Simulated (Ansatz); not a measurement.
`CO[SiH](O)[SiH3]` + H₂Se → `O[SiH]([SiH3])[SeH]` + CH₃OH  (ligand exchange at the Si–O bond)

Computed with Ansatz on PBE0-D4/def2-TZVP structures; ΔE is electronic, products minus reactants. CCSD(T)/CBS is the MP2 limit (def2-TZVPP, def2-QZVPP) plus CCSD(T) − MP2 in def2-TZVPP, frozen cores. This one scheme is used for every species. Functionals use def2-TZVPP. For Se outer-core shells are correlated without core-valence functions, which leaves a few kJ/mol of doubt a bond. Scalar relativity is left out up to krypton. One conformer a species, not always the lowest.

```tsv
level	ΔE (kJ/mol)
ωB97X-V	40.6
CCSD/def2-TZVPP	43.5
```

Problem. What does CCSD(T)/CBS give? (An estimate is asked.)

Solution. Ansatz gave: +35.0 kJ/mol. The listed levels differ from it by 5.6, 8.5 kJ/mol.

Largest T1 diagnostic among the species: 0.012.

In def2-TZVPP, CCSD(T) changes the Hartree–Fock value by −11.7 kJ/mol (the triples alone add −2.4 kJ/mol) and MP2 by −16.1 kJ/mol.
